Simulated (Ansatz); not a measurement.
Compare A (`N[SiH](O)S[SiH3]`) with its isomer B (`N[SiH2][SiH](O)S`).

Program: Ansatz. Geometries: PBE0-D4/def2-TZVP. ΔE: electronic, gas phase. CCSD(T)/CBS is the MP2 limit (def2-TZVPP, def2-QZVPP) plus CCSD(T) − MP2 in def2-TZVPP, frozen cores. DFT in def2-TZVPP. B3LYP here is the variant with VWN-RPA as its local correlation; programs differ in this. One conformer a species, not always the lowest.

(1) Which isomer does CCSD(T)/CBS put lower? Give the gap. (Best estimate.)

(2) Give E(B) − E(A) in kJ/mol with B3LYP, B3LYP-D4, PBE-D4, PBE0-D4, CCSD(T)/def2-TZVPP, ωB97M-V, r2SCAN-D4. (Best estimate.)

Largest T1 diagnostic: 0.012.

Results:

(1) Ansatz gave: A, by 95.7 kJ/mol.

(2) Computed: B3LYP 87.8, B3LYP-D4 89.3, PBE-D4 79.7, PBE0-D4 86.8, CCSD(T)/def2-TZVPP 93.7, ωB97M-V 98.0, r2SCAN-D4 92.8. None reverses the order clearly.

From PBE to PBE0 (25 % exact exchange), in def2-TZVPP and without D4, E(B) − E(A) moves by +7.4 kJ/mol.
